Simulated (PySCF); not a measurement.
**H₂WO: one-bond stretch**

Method: UPBE0 in PySCF with W def2-TZVP with ECP60, O def2-TZVP, H def2-TZVP; scalar-relativistic core potentials, no spin–orbit coupling; density-fitted integrals.

Rigid scan from the triplet minimum (W–H 1.749 Å (×2), W–O 1.676 Å; H–W–H 127.0°, H–W–O 116.5° (×2)). Coordinate: the bond from W to the last atom (H) scaled, the rest fixed. Energies in kJ/mol from the minimum.

```tsv
scale of one bond	E (kJ/mol)	dipole size (D)	⟨S²⟩
0.92	15.1	1.96	2.02
0.96	3.4	1.87	2.02
1.00	0.0	1.78	2.02
1.05	4.4	1.69	2.02
1.12	21.8	1.59	2.03
1.20	51.5	1.52	2.03
1.35	118.9	1.57	2.04
1.55	206.2	–	2.16
1.80	277.0	–	2.61
2.20	314.3	–	2.96
```

Spin contamination is strong at 1.80, 2.20, so these points are less reliable.

Open d and f shells are described by one determinant, and the ground state may have another occupation or spin. No spin–orbit coupling is included, which matters more the heavier the element.

The scan took 33 s on 2 threads of a shared Arm Neoverse V1 host; the process peaked at 0.94 GiB. Launch command: `OMP_NUM_THREADS=2 python axn.py task.json out`.
